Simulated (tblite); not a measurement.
Compound: C₇H₁₂.
SMILES: `C=C=CC(C)(C)C`

Calculated harmonic vibrations of the isolated species, GFN2-xTB (tblite), most abundant isotopes, no scaling. Errors from tens to a few hundred cm⁻¹ against measured bands are possible.

Harmonic wavenumbers (cm⁻¹): 41.2, 134.6, 185.2, 236.9, 244.7, 282.8, 294.2, 313.1, 371.0, 378.2, 398.1, 558.9, 589.3, 781.2, 852.0, 859.2, 933.3, 961.2, 965.6, 966.0, 977.0, 1035.3, 1039.6, 1135.7, 1215.4, 1232.0, 1280.3, 1325.4, 1403.5, 1405.5, 1425.7, 1446.1, 1488.0, 1495.4, 1495.8, 1502.7, 1505.0, 1514.8, 2097.4, 3019.0, 3023.0, 3023.8, 3024.2, 3030.4, 3030.9, 3032.4, 3036.0, 3037.4, 3040.6, 3069.0, 3073.5.

A = 4394, B = 1618, C = 1610 MHz; mass 96.094 u (most abundant isotopes); point group Cs, symmetry number 1.

Q: What is the zero-point energy?

A: ½Σν̃ = 36404 cm⁻¹ = 104.08 kcal/mol.

Q: What is S at 500 K and 1 bar for an ideal gas of classical rigid rotors and harmonic oscillators?

A: Translation 42.19, rotation 29.27, vibration 42.36: S = 113.8 cal/(mol K).

Q: And Cp and H(500 K) − H(0)?

A: Cp = 52.68 cal/(mol K), of which vibrations give 44.73 (their classical limit is 51 R = 101.3); H(500 K) − H(0) = 15.29 kcal/mol without the zero-point energy, 11.32 from vibrations.

Q: Blend soft modes into free rotors: weight 1/[1 + (100 cm⁻¹/ν̃)⁴] for the oscillator and the rest for a rotor with moment μB/(μ + B), μ = h/(8π²ν), B = 10⁻⁴⁴ kg m². What vibrational entropy results?

A: 40.20 cal/(mol K) in place of 42.36, which changes −T·S at 500 K by +1.08 kcal/mol.

Q: Which modes carry the vibrational entropy at 500 K?

A: 41.2 cm⁻¹: 6.23; 134.6 cm⁻¹: 3.88; 185.2 cm⁻¹: 3.26; 236.9 cm⁻¹: 2.79; 244.7 cm⁻¹: 2.72; 282.8 cm⁻¹: 2.45 cal/(mol K); the other 45 give 21.03 together.

Q: How do the functions run with temperature in this model?

A: 
```csv
T (K),S (cal/(mol K)),Cp (cal/(mol K)),H − H(0) (kcal/mol),G − H(0) (kcal/mol),ln q(vib)
50,55.2,10.9,0.46,-2.30,0.39
100,64.4,16.5,1.14,-5.30,1.15
298.15,91.3,35.4,6.34,-20.87,5.34
373.15,100.0,42.2,9.26,-28.05,7.03
750,138.3,68.2,30.53,-73.21,15.54
1000,159.5,78.8,48.98,-110.50,20.87
```

q(vib) and H(0) count from the zero-point level.

Hindered rotation and anharmonicity are outside this model.

The values belong to the conformer `[CH2:1]=[C:2]=[CH:3][C:4]([CH3:5])([CH3:6])[CH3:7]`: C2–C3–C4–C5 -120°.
